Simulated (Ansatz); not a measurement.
`[AlH2][NH][SiH2]Br` + H₂O → `O[SiH2][NH][AlH2]` + HBr at 600 K and 1 bar (formal hydrolysis of the Si–Br bond).

Computed with Ansatz on PBE0-D4/def2-TZVP structures; ΔE is electronic, products minus reactants. CCSD(T)/CBS is the MP2 limit (def2-TZVPP, def2-QZVPP) plus CCSD(T) − MP2 in def2-TZVPP, frozen cores. This one scheme is used for every species. For Br outer-core shells are correlated without core-valence functions, which leaves a few kJ/mol of doubt a bond. Scalar relativity is left out up to krypton. Each species was taken in one conformer, which may not be the lowest.

```
             species  CCSD(T)/CBS energy (Eh)  H − E (kJ/mol)  S (J/(mol·K))
`[AlH2][NH][SiH2]Br`              -3162.22405           187.9          448.7
                 H₂O                -76.37941            76.8          212.8
 `O[SiH2][NH][AlH2]`               -664.68190           224.4          441.0
                 HBr              -2573.91920            33.5          219.1
```

H − E and S are ideal-gas, rigid-rotor, harmonic terms from PBE0-D4/def2-TZVP, for one conformer and one mirror image of each species. 1 Eh = 2625.50 kJ/mol, R = 8.31446 J/(mol·K).

By hand: ΔE, ΔH, ΔS and ΔG.

ΔE = (-664.68190) + (-2573.91920) − (-3162.22405) − (-76.37941) = 0.00236 Eh = 6.2 kJ/mol. Δ(H − E) = 224.4 + 33.5 − 187.9 − 76.8 = -6.8, so ΔH = -0.6 kJ/mol. ΔS = 441.0 + 219.1 − 448.7 − 212.8 = -1.4 J/(mol·K). ΔG = -0.6 − 600 × (-1.4)/1000 = 0.2 kJ/mol.

By hand: the equilibrium constant, and the temperature at which ΔG would vanish if ΔH and ΔS stayed fixed.

log₁₀ K = −ΔG/(RT ln 10) = 0.0. ΔG = 0 at ΔH/ΔS = 429 K, though so small a ΔH makes that figure unsure.

TΔS isn't small against ΔH here. The sign of ΔG lies within the doubt. A doubt of 5 kJ/mol in ΔE shifts log₁₀ K by 0.4 here. Other conformers and mirror images would add mixing entropy, several J/(mol·K) or more a flexible species. Modes under 60 cm⁻¹, often nearly free rotors, make the harmonic entropy too high. These are equilibria of isolated gas molecules and say nothing of rates. Largest T1 diagnostic: 0.012 (customary marks: 0.02 for closed shells, 0.045 for open ones).
